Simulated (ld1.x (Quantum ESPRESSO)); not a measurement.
Debugging a pseudopotential input (lead (Pb), ld1.x (Quantum ESPRESSO) 7.5)

Command:

```bash
ld1.x < Pb.in > Pb.out
```

Input:

```
&input
   title='Pb', zed=82., rel=1, dft='PBESOL', iswitch=3,
   config='[Xe] 4f14 5d10 6s2 6p2 6d-2',
   nld=3, rlderiv=2.60, eminld=-3.0, emaxld=5.0, deld=0.02
 /
 &inputp
   pseudotype=2, tm=.true., lloc=3,
   nlcc=.true., new_core_ps=.true.,
   file_pseudopw='Pb.UPF', file_wfcaegen='ae.wfc', file_wfcncgen='nc.wfc', file_beta='beta', file_chi='chi'
 /
3
6P  2  1   2.00   0.00  2.40  2.40  0.0
6D  3  2  -2.00  -0.05  2.10  2.10  0.0
6S  1  0   2.00   0.00  1.45  1.45  0.0
 &test
   configts(1)='6s2 6p2'
 /
```

Output:

```
Program LD1 v.7.5

 %%%%%%%%%%%%%%%%%%%%%%%%%%%%%%%%%%%%%%%%%%%%%%%%%%%%%%%%%%%%%%%%%%%%%%%%%%%%%%
     Error in routine ld1_setup (3):
     mismatch between lloc and l of the wavefunction chosen for local potential
 %%%%%%%%%%%%%%%%%%%%%%%%%%%%%%%%%%%%%%%%%%%%%%%%%%%%%%%%%%%%%%%%%%%%%%%%%%%%%%

     stopping ...
```

**Question.** This input was made by a single change from one that runs to its end. What was changed?

**Answer.** The change: lloc set to 3 without reordering the list of waves. The program refuses the input: "ld1_setup: mismatch between lloc and l of the wavefunction chosen for local potential".
